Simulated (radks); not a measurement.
Excited configurations of Fe I: one electron is placed in a higher orbital outside [Ar] 3d6 4s1. The ground configuration is [Ar] 3d6 4s2. All-electron calculation, scalar-relativistic Kohn-Sham, PBEsol, spin-polarised, spherical densities, point nucleus; open shells are filled with parallel spins first. Program: a radial shooting solver on a logarithmic mesh with Libxc functionals. Excitation = E - E(ground); binding = E(ion) - E, where the ion is the core of charge +1; n* = 1/sqrt(2 binding) in atomic units, and the quantum defect is n - n*.

outer orbital  excitation (eV)  binding (eV)  quantum defect  eigenvalue (eV)
4p                       2.693         5.098           2.366           -2.508
5s                       5.066         2.725           2.765           -1.654
5p                       5.817         1.974           2.375           -1.148
5d                       6.703         1.088           1.463           -0.610
6s                       6.369         1.422           2.907           -0.887

The Delta-SCF ionisation energy is 7.791 eV (NIST Atomic Spectra Database: 7.902 eV, measured). Self-interaction in the functional shifts the binding energies and quantum defects, so they are the method's values and not measured ones. Open shells are spherical and high-spin; term and fine-structure splittings are not resolved.
